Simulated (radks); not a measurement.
Radial electron density D(r) = 4 pi r^2 rho(r) of an atom or ion with 2 electrons. Calculated with a radial shooting solver on a logarithmic mesh with Libxc functionals: non-relativistic Kohn-Sham, LB94 model potential, spin-polarised, spherical densities, point nucleus.

| r (bohr) | D(r) (e/bohr) |
|---|---|
| 0.00186 | 5.177 |
| 0.002165 | 6.756 |
| 0.002521 | 8.762 |
| 0.002935 | 11.28 |
| 0.003417 | 14.40 |
| 0.003977 | 18.21 |
| 0.00463 | 22.76 |
| 0.00539 | 28.08 |
| 0.006225 | 33.77 |
| 0.007247 | 40.33 |
| 0.008437 | 47.17 |
| 0.009822 | 53.87 |
| 0.01143 | 59.81 |
| 0.01331 | 64.28 |
| 0.0155 | 66.51 |
| 0.01804 | 65.85 |
| 0.021 | 61.94 |
| 0.02445 | 54.88 |
| 0.02846 | 45.36 |
| 0.03314 | 34.59 |
| 0.03827 | 24.53 |
| 0.04455 | 15.35 |
| 0.05186 | 8.468 |
| 0.06038 | 4.031 |
| 0.07029 | 1.617 |
| 0.08183 | 0.5312 |
| 0.09526 | 0.1383 |

What is the nuclear charge?

Answer. Z = 62. The innermost maximum, from 1s, lies near 1/Z = 0.0161 bohr (found: 0.0163), and its height grows with Z. The density is that of the samarium ion Sm60+ in [He]; the configuration itself is not fixed sharply by these data, and Z only to a few units. D(r) has 1 maximum, at r = 0.0163 bohr.
